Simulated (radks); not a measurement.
Ionisation of the hafnium ion Hf2+, [Xe] 4f14 5d2, to [Xe] 4f14 5d1 as the strength of local exchange is varied. Calculated with a radial shooting solver on a logarithmic mesh with Libxc functionals: scalar-relativistic Kohn-Sham, Slater X-alpha exchange (alpha = 2/3 is LDA exchange), no correlation, spin-polarised, spherical densities, point nucleus; open shells are filled with parallel spins first (spin-orbit coupling, left out, can overturn this in heavy ions).

| alpha | E(Hf2+) (hartree) | exchange (hartree) | IE (eV) | -e of the level emptied (eV) | <r> of it (bohr) |
|---|---|---|---|---|---|
| 0.574 | -15020.5314 | -249.6759 | 20.200 | 15.417 (5d) | 2.214 |
| 0.628 | -15044.1501 | -273.6345 | 20.924 | 16.078 (5d) | 2.173 |
| 0.667 | -15061.2333 | -290.9878 | 21.458 | 16.567 (5d) | 2.145 |
| 0.825 | -15130.6583 | -361.7177 | 23.717 | 18.656 (5d) | 2.038 |
| 0.848 | -15140.7934 | -372.0708 | 24.058 | 18.975 (5d) | 2.024 |
| 0.85 | -15141.6750 | -372.9717 | 24.088 | 19.002 (5d) | 2.023 |
| 0.963 | -15191.5784 | -424.0526 | 25.814 | 20.619 (5d) | 1.956 |

NIST Atomic Spectra Database: 22.55 eV (theoretical). The Delta-SCF value meets it near alpha = 0.74. Open shells are spherical and high-spin; term and fine-structure splittings are not resolved. Spin-orbit splitting is averaged out at the scalar-relativistic level.
